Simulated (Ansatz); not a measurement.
Energy difference R1 → P1 + P2, each structure at its B3LYP-D3(BJ)/def2-TZVP stationary point, reached from a drawn start (curvature not checked).
R1, CrF4 (SMILES [F][Cr]([F])([F])[F]) (charge 0, multiplicity 3):
```tsv
atom	x (Å)	y (Å)	z (Å)
Cr	0.0000	0.0000	0.0000
F	0.9931	0.9738	0.9929
F	0.9801	-0.9922	-0.9876
F	-0.9748	0.9994	-0.9856
F	-0.9984	-0.9810	0.9804
```
P1, CrF3 (SMILES [F][Cr]([F])[F]) (charge 0, multiplicity 4):
| atom | x (Å) | y (Å) | z (Å) |
|---|---|---|---|
| Cr | 0.0000 | 0.0000 | 0.0008 |
| F | 1.7316 | -0.0100 | -0.0098 |
| F | -0.8573 | 1.5046 | -0.0019 |
| F | -0.8743 | -1.4947 | 0.0110 |
P2: F atom, charge 0, multiplicity 2.

P less R. No zero-point or thermal terms; open shells are unrestricted; no spin–orbit coupling. The spin states of the d-block species are the ones drawn and need not be the lowest.

Correlated levels freeze the cores.

The values were computed with Ansatz (Gaussian orbitals). All values are computed, each at the level named.

What is the computed reaction energy (CCSD(T)/def2-TZVPP)?

82.2 kcal/mol

Give the reaction energy at the level BLYP/def2-TZVPP.

102.1 kcal/mol

What is the computed reaction energy (B97M-V/def2-TZVPP)?

101.2 kcal/mol

Ansatz is an electronic-structure program.
